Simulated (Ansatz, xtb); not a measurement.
A geometry optimisation of AlF2H3Si with r2SCAN-D4/def2-SVP

The starting geometry of this gas-phase singlet has its atoms placed at random.

```xyz
7

Al   -0.3985   -0.6049    0.3484
F     0.5947    1.7752   -0.1113
F     0.5448    0.3512   -2.1229
Si    1.6346    0.1650   -0.6112
H     0.1311    0.0129   -0.7886
H     0.5593    1.8113    0.7288
H    -0.2260    0.7839    0.1656
```

Q: One run relaxed it with r2SCAN-D4/def2-SVP. What is a likely outcome?

A: It ends as a structure given below by its coordinates. Distances that change by over a tenth: Al1–H5 (1.40 → 1.98 Å), Al1–H7 (1.41 → 2.01 Å), F3–Si4 (1.87 → 1.63 Å), H6–H7 (1.41 → 0.81 Å). Contacts that open: F2–H6 (0.84 → 2.71 Å). Contacts that close: F2–Si4 (1.98 → 1.63 Å).

The energy falls by 10.10 eV over 25 steps:

| step | E − E(last) (eV) |
| --- | --- |
| 1 | 10.099 |
| 4 | 3.210 |
| 6 | 2.187 |
| 9 | 1.118 |
| 12 | 0.420 |
| 14 | 0.152 |
| 17 | 0.059 |
| 20 | 0.034 |
| 22 | 0.004 |
| 25 | 0.000 |

Final geometry (Å):

```xyz
7

Al   -0.1043   -0.9000    0.5639
F     1.2201    2.2531   -1.1501
F     1.8255   -0.0105   -2.1463
Si    1.1285    0.6579   -0.8389
H    -0.4583    0.2580   -1.0052
H    -0.0110    1.1449    0.9954
H    -0.7606    0.8911    1.1900
```

From the same start GFN2-xTB ends elsewhere, at `[F][AlH][SiH2]F`.

From so rough a start the end depends on the optimiser's path, so another program may land elsewhere. The end wasn't checked by frequencies. Run with Ansatz 0.2.0, 69 s on 1 thread of AMD EPYC 7R43 64-Core Processor (Zen 3) (shared host).
